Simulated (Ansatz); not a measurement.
`COB(O)C(C)C` + `[NH2][GeH2][F]` → `C[NH][GeH2][F]` + `CCB(O)OC`  (substitution at a C–C bond)

Program: Ansatz. Geometries: PBE0-D4/def2-TZVP. ΔE: electronic, gas phase. CCSD(T)/CBS adds triple-zeta CCSD(T) − MP2 to the extrapolated MP2 energy (def2 sets, frozen cores). Functionals use def2-TZVPP. B3LYP here is the variant with VWN-RPA as its local correlation; programs differ in this. For Ge outer-core shells are correlated without core-valence functions, which leaves a few kJ/mol of doubt a bond. Scalar relativity is left out up to krypton. Each species was taken in one conformer, which may not be the lowest.

| level | ΔE (kJ/mol) | difference from CCSD(T)/CBS |
| --- | --- | --- |
| PBE-D4 | 31.6 | -3.5 |
| PBE0-D4 | 32.7 | -2.4 |
| ωB97X-V | 32.0 | -3.1 |
| B2PLYP | 30.5 | -4.6 |
| r2SCAN | 32.2 | -2.9 |
| PBE0 | 29.9 | -5.2 |
| B3LYP | 25.7 | -9.4 |
| MP2/def2-TZVPP | 38.8 | 3.7 |
| SCS-MP2/def2-TZVPP | 34.7 | -0.4 |
| CCSD(T)/def2-TZVPP | 35.7 | 0.6 |
| HF/def2-QZVPP | 24.0 | -11.1 |
| MP2/def2-QZVPP | 38.4 | 3.3 |
| SCS-MP2/def2-QZVPP | 34.4 | -0.7 |
| HF/CBS(def2) | 24.0 | -11.1 |
| MP2/CBS(def2) | 38.3 | 3.2 |
| CCSD/CBS(def2) | 33.6 | -1.5 |
| CCSD(T)/CBS | 35.1 | 0 |

Largest T1 diagnostic among the species: 0.011.

The D4 term adds +4.6 kJ/mol with B3LYP and +2.8 kJ/mol with PBE0; it sums over pairs of atoms, weighted by their polarisabilities, and B3LYP, whose exchange is more repulsive, gets the larger term. In def2-TZVPP, CCSD(T) changes the Hartree–Fock value by +11.2 kJ/mol (the triples alone add +1.5 kJ/mol) and MP2 by +14.3 kJ/mol.
